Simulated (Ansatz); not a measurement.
Ga₂P₃ (the lowest doublet isomer of a short search) was relaxed with PBE-D4 (def2-SVP) in Ansatz in these states: neutral doublet, neutral quartet. The geometries follow in no particular order.

A:

```xyz
5

Ga   -1.0955   -0.7652   -1.7337
Ga   -0.5008    2.0216   -0.6734
P    -0.7093   -0.2022    0.9293
P     1.1772   -0.9189    1.7550
P     1.1285   -0.1354   -0.2771
```

B:

```xyz
5

Ga    2.066   -0.934   -0.413
Ga   -1.587    1.670    0.089
P    -0.184   -0.025   -1.205
P    -0.790   -1.211    0.532
P     0.494    0.500    0.996
```

Q: Judge from the bond lengths which geometry belongs to which state (an estimate).

A: A is the neutral quartet (Ga2–P3 2.749 Å, Ga1–P3 2.749 Å, Ga2–P5 2.732 Å); B is the neutral doublet (Ga2–P3 2.553 Å, Ga1–P3 2.553 Å, Ga2–P5 2.553 Å).

At PBE0-D4/def2-TZVP a doublet lies 1.87 eV below the neutral quartet. These are the stationary points nearest to one start from a short search; other shapes may lie lower in each state.
